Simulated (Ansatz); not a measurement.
GaH2(OH) (GaOH3). Total charge 0; singlet. Geometry r2SCAN-D4/def2-TZVP; atoms count from 1.

```
atom    x (Å)    y (Å)    z (Å)
 Ga1  -0.4741  -0.2814  -0.0447
  H2  -1.6390  -0.4759   0.9557
  H3  -0.3113  -0.8384  -1.4905
  O4   0.8491   0.7359   0.5996
  H5   1.5752   0.8598  -0.0200
```

Estimate the Mulliken populations from the PBE0/def2-TZVP orbitals of Ansatz.


| atom | charge (e) |
| --- | --- |
| Ga1 | 0.41 |
| H2 | -0.07 |
| H3 | -0.08 |
| O4 | -0.56 |
| H5 | 0.31 |
Mulliken values and Mayer orders depend strongly on the basis.

And the Mayer bond orders between bonded heavy atoms (over 0.3)?

Ga1–O4 1.12 (1.79 Å).
